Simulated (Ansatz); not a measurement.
`[F][Zr]([F])([F])[Cl]` + HI → `[F][Zr]([F])([F])[I]` + HCl at 298.15 K and 1 bar (ligand exchange at a Zr–Cl bond).

Program: Ansatz. Geometries: PBE0-D4/def2-TZVP. ΔE: electronic, gas phase. CBS: MP2 limit from def2 TZ/QZ plus the TZ coupled-cluster correction, frozen cores. This one scheme is used for every species. def2 core potentials past Kr. For I, Zr outer-core shells are correlated without core-valence functions, which leaves a few kJ/mol of doubt a bond.

```
                species  CCSD(T)/CBS energy (Eh)  H − E (kJ/mol)  S (J/(mol·K))
`[F][Zr]([F])([F])[Cl]`               -806.47035            39.4          345.2
                     HI               -298.03592            22.7          206.5
 `[F][Zr]([F])([F])[I]`               -644.12135            38.9          365.0
                    HCl               -460.38127            26.6          186.8
```

H − E and S are ideal-gas, rigid-rotor, harmonic terms from PBE0-D4/def2-TZVP. 1 Eh = 2625.50 kJ/mol, R = 8.31446 J/(mol·K).

Q: By hand: ΔE, ΔH, ΔS and ΔG.

A: ΔE = (-644.12135) + (-460.38127) − (-806.47035) − (-298.03592) = 0.00365 Eh = 9.6 kJ/mol. Δ(H − E) = 38.9 + 26.6 − 39.4 − 22.7 = 3.4, so ΔH = 13.0 kJ/mol. ΔS = 365.0 + 186.8 − 345.2 − 206.5 = 0.1 J/(mol·K). ΔG = 13.0 − 298.15 × (0.1)/1000 = 13.0 kJ/mol.

Q: By hand: the equilibrium constant, and the temperature at which ΔG would vanish if ΔH and ΔS stayed fixed.

A: log₁₀ K = −ΔG/(RT ln 10) = -2.3. ΔG = 0 at ΔH/ΔS = 130000 K, far beyond where these terms or the molecules hold.

The number of gas molecules stays the same, so ΔS is small and ΔH decides. A doubt of 5 kJ/mol in ΔE shifts log₁₀ K by 0.9 here. These are equilibria of isolated gas molecules and say nothing of rates. Largest T1 diagnostic: 0.017 (customary marks: 0.02 for closed shells, 0.045 for open ones).
